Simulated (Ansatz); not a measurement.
```xyz
26

O     3.572    2.567    1.015
Si    2.105    2.053    0.556
O     1.060    2.404    1.790
O     1.598    2.822   -0.766
O     2.108    0.430    0.341
Sn    0.683   -0.798    0.752
Cl    0.503   -1.009    3.022
O    -0.964   -0.140   -0.034
Si   -1.750    1.279   -0.174
O    -1.023    2.019   -1.458
O    -3.308    1.049   -0.568
O    -1.685    2.163    1.181
O     0.996   -2.454   -0.152
Si   -0.157   -3.437   -0.775
O    -1.073   -2.641   -1.866
O     0.505   -4.710   -1.531
O    -0.998   -3.948    0.524
H     4.327    2.342    0.471
H     1.364    2.215    2.681
H     0.755    2.545   -1.161
H    -1.517    2.741   -1.854
H    -3.940    1.009    0.150
H    -0.806    2.395    1.522
H    -1.396   -1.776   -1.596
H     0.776   -4.581   -2.441
H    -1.735   -4.540    0.369
```

Charge 0, multiplicity 1. Sn takes the def2 core potential.

(1) List the PBE0/def2-TZVPP orbital energies in eV (Ansatz). (Best estimate.)

Results:

(1) The calculation gave: Occupied: -2767.95, -1804.26, -1804.23, -1803.94, -523.44, -523.35, -523.20, -523.15, -523.08, -523.05, -523.03, -522.76, -522.76, -522.68, -522.60, -522.58, -259.78, -198.08, -197.92, -197.92, -146.32, -146.28, -146.00, -141.81, -101.01, -101.00, -101.00, -100.99, -100.97, -100.95, -100.70, -100.68, -100.68, -96.49, -96.48, -96.43, -30.92, -30.88, -30.55, -30.21, -30.18, -29.40, -29.20, -28.93, -28.51, -28.44, -28.06, -28.04, -27.99, -27.92, -27.71, -26.90, -26.81, -23.19, -16.99, -16.66, -16.40, -15.47, -15.38, -15.18, -14.95, -14.90, -14.70, -14.63, -13.71, -13.12, -12.55, -12.07, -11.82, -11.77, -11.59, -11.17, -11.07, -11.05, -10.94, -10.87, -10.71, -10.66, -10.42, -10.33, -10.26, -10.19, -10.07, -9.95, -9.87, -9.80, -9.77, -9.64, -9.57, -9.48, -9.25, -9.22, -9.05. Lowest empty: -2.26, 0.12, 0.32, 0.65, 0.98, 1.18, 1.39, 1.49.
